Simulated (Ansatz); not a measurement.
Basis-set extrapolation for CH₅FOSi, SMILES `OC[SiH2]F` (PBE0-D4/def2-TZVP geometry, frozen core, Ansatz). Multiplicity 1, RHF reference.

```
                      def2-TZVPP   def2-QZVPP
                 HF  -504.171433  -504.191237
    MP2 correlation    -0.788479    -0.853775
CCSD(T) correlation    -0.845355      not run
```

Energies in hartree. Use E(X) = E(∞) + A·exp(−7.88·√X) for Hartree–Fock and E(X) = E(∞) + B·X^(−2.97) for correlation, with X = 3 and 4, and add CCSD(T) minus MP2 of the smaller set to the MP2 limit.

Task: What is the CCSD(T) energy at the basis-set limit?

Result: HF limit: -504.191237 + (-0.019804) × 0.13774 = -504.19396. MP2 limit: -0.853775 + (-0.065296) × 0.74074 = -0.90214. Higher-order term: -0.845355 − (-0.788479) = -0.05688. Total: -505.15298 hartree, 357.6 kJ/mol below CCSD(T)/def2-TZVPP.
